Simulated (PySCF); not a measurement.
## Excitation energy of C by level of theory

C [He] 2s2 2p2 (3P) → C [He] 2s1 2p2 3d1 (high-spin determinant), as a difference of total energies. Calculation: PySCF 2.14, in aug-cc-pCVTZ-DK with one added diffuse shell each of s, p, d, f type (8s7p5d3f, 75 functions); scalar relativity by spin-free X2C-1e. Correlated levels: valence: 1s2 frozen. The calculations carry no spin-orbit coupling.

```
           method  excitation energy (cm⁻¹)
              UHF                    106760
    MP2 (valence)                    118910
SCS-MP2 (valence)                    121450
   CCSD (valence)                    122250
CCSD(T) (valence)                    122710
```

The upper state lies above the first ionisation limit, but in LS coupling its spin forbids autoionisation to the ground ion. A Rydberg-like electron needs more diffuse functions than a valence basis has.

The promoted electron is Rydberg-like, and one or two diffuse shells describe it only roughly, which tends to raise the upper state.

The determinant of the upper state mixes LS terms, which raises its energy above the lowest term, most at the Hartree-Fock and MP2 levels.
